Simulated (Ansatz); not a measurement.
Species: sum formula ZrH$_{3}$F (charge 0, singlet). 
Structure (B3LYP-D3(BJ)/def2-TZVP (Ansatz, a first-principles code) minimum search):
```
Zr
F 1 1.8883
H 1 1.8511 2 108.67
H 1 1.8511 3 110.26 2 -119.00
H 1 1.8511 3 110.26 4 -122.00
```

Basis-set convergence of Hartree-Fock and CCSD(T) correlation energies (hartree) with Ansatz. Valence correlation only, unless marked. Spin-orbit coupling is left out. Frozen are the shells of the preceding noble gas and the d and f shells that filled before the atom's block. In def2 rows, elements after Kr have scalar-relativistic effective core potentials.

| basis | functions | E(HF) | E(corr, CCSD(T)) |
|---|---|---|---|
| def2-SVPD | 81 | -147.65954 | -0.34217 |
| def2-TZVPPD | 147 | -147.79619 | -0.41767 |
| def2-QZVPPD | 246 | -147.80562 | -0.44450 |

Extrapolating the two largest sets (X = 3 and 4) as X^-3: E(corr) = (64·(-0.44450) - 27·(-0.41767))/37 = -0.4641 Eh, an estimate of the basis-set limit. The largest set recovers 95.8 % of it, the smallest 73.7 %.
